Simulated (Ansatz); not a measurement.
`F[SiH2]CC[SiH3]` + H₂S → `F[SiH2]CS` + `C[SiH3]`  (substitution at a C–C bond)

Calculated with Ansatz (gas phase, PBE0-D4/def2-TZVP geometries, no zero-point term in ΔE). CCSD(T)/CBS is the MP2 limit (def2-TZVPP, def2-QZVPP) plus CCSD(T) − MP2 in def2-TZVPP, frozen cores. This one scheme is used for every species. Each species was taken in one conformer, which may not be the lowest.

```
          species  MP2/def2-QZVPP energy (Eh)
`F[SiH2]CC[SiH3]`                  -759.39173
              H₂S                  -398.92680
      `F[SiH2]CS`                  -827.64938
        `C[SiH3]`                  -330.67167
```

Q: Work out ΔE.

A: ΔE = (-827.64938) + (-330.67167) − (-759.39173) − (-398.92680) = -0.00252 Eh = -6.6 kJ/mol. CCSD(T)/CBS gives -5.3 kJ/mol.

Largest T1 diagnostic among the species: 0.011.

Leaving LDA and LC-ωPBE aside and taking each functional with its dispersion term where it has one, the values, not all of them listed here, spread over 5.1 kJ/mol, from B2PLYP to CAM-B3LYP-D4. LDA lies +7.2 kJ/mol from PBE without D4. The D4 term adds +5.8 kJ/mol with B3LYP and +3.7 kJ/mol with PBE0; it sums over pairs of atoms, weighted by their polarisabilities, and B3LYP, whose exchange is more repulsive, gets the larger term.

B3LYP here is the variant with VWN-RPA as its local correlation; programs differ in this.
